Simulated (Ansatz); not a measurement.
A structure relaxed at PBE-D4/def2-SVP in Ansatz, charge 0, singlet:

Cartesian coordinates in Å:
```
Pb -2.019 -0.867 1.639
Pb 1.737 0.627 1.938
Pb -1.182 2.273 -0.777
Pb 0.061 -2.442 -1.543
Te 2.089 -0.564 -2.582
Te -1.009 1.957 2.271
Te -2.239 -0.464 -1.390
Te 0.751 -2.153 1.402
Te 1.812 1.635 -0.957
```

Give its formula and point group.

Te₅Pb₄ (the lowest singlet isomer of a short search). Point group Cs (tolerance 0.1 Å).

Summarise the bond lengths by kind (pairs closer than 1.2 times the sum of covalent radii, bridged metal pairs left out).

12 × Pb–Te 2.95 to 3.07 Å; 1 × Te–Te 2.75 Å.

In the def2 sets Pb, Te take a core potential; there is no spin–orbit coupling. The structure comes from a short search, and lower isomers may exist.
